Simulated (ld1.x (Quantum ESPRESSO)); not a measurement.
## Cu PAW: all-electron and pseudo phase curves

- Element: copper
- Generator: ld1.x (Quantum ESPRESSO) 7.5
- Type: PAW
- Functional: PBE
- Relativity: scalar-relativistic
- Frozen core: [Ne]
- Valence charge: 19
- Reference configuration: 3s2 3p6 3d9 4s2 4p0
- Partial waves: 3s (bound): rcut 1.05, rcutus 1.35 bohr; 4s (bound): rcut 1.05, rcutus 1.35 bohr; 3p (bound): rcut 1.05, rcutus 1.30 bohr; 4p (bound, empty): rcut 1.05, rcutus 1.30 bohr; 3d (bound): rcut 1.20, rcutus 1.65 bohr; 3d channel at -0.25 Ry: rcut 1.20, rcutus 1.65 bohr
- Local potential: all-electron potential smoothed inside 1.40 bohr (lloc = -2)
- Core correction: Bessel-smoothed model core inside 1.00 bohr
- Augmentation charge: BESSEL, radius 1.05 bohr

The phase is arctan(r·u′/u) with u = r·R(r), unwrapped; energies in Ry, scanned from -11 to 5 Ry. A pole is an energy at which the radial function vanishes at the test radius. The pseudo phase is shifted by a multiple of π to meet the all-electron one at the reference energy, and phase errors are pseudo minus all-electron; the curves can meet again beyond the range given. Levels narrower than the energy grid can be missing from the lists of poles.

Question: For each channel, where are the poles, and over which energies does the pseudopotential scatter like the atom?

Answer:

```csv
channel,radius (bohr),reference energy (Ry),"poles, all-electron","poles, pseudo",unbroken range about the reference energy with phases within 0.05 rad,phase error 1 Ry above the reference energy (rad)
s,1.80,-0.43,-8.75,-8.75,the whole range,-0.001
p,1.80,-0.09,-5.55,-5.55,the whole range,-0.000
d,1.80,-0.70,-0.27,-0.27,below 3.6,-0.000
```

Phases in the d channel:

| E (Ry) | all-electron | pseudo |
| --- | --- | --- |
| -11.00 | 1.406 | 1.407 |
| -10.52 | 1.403 | 1.403 |
| -10.04 | 1.399 | 1.399 |
| -9.56 | 1.395 | 1.395 |
| -9.08 | 1.390 | 1.391 |
| -8.60 | 1.385 | 1.386 |
| -8.12 | 1.380 | 1.381 |
| -7.64 | 1.374 | 1.375 |
| -7.16 | 1.368 | 1.368 |
| -6.68 | 1.361 | 1.361 |
| -6.20 | 1.353 | 1.354 |
| -5.72 | 1.344 | 1.345 |
| -5.24 | 1.334 | 1.335 |
| -4.76 | 1.323 | 1.323 |
| -4.28 | 1.309 | 1.309 |
| -3.80 | 1.292 | 1.292 |
| -3.32 | 1.270 | 1.270 |
| -2.84 | 1.241 | 1.241 |
| -2.36 | 1.198 | 1.198 |
| -1.88 | 1.124 | 1.124 |
| -1.40 | 0.942 | 0.942 |
| -0.92 | -0.086 | -0.086 |
| -0.44 | -1.455 | -1.454 |
| 0.04 | -1.688 | -1.688 |
| 0.52 | -1.790 | -1.790 |
| 1.00 | -1.864 | -1.864 |
| 1.48 | -1.937 | -1.936 |
| 1.96 | -2.023 | -2.021 |
| 2.44 | -2.140 | -2.134 |
| 2.92 | -2.316 | -2.302 |
| 3.40 | -2.607 | -2.572 |
| 3.88 | -3.071 | -2.997 |
| 4.36 | -3.604 | -3.509 |
| 4.84 | -3.991 | -3.909 |
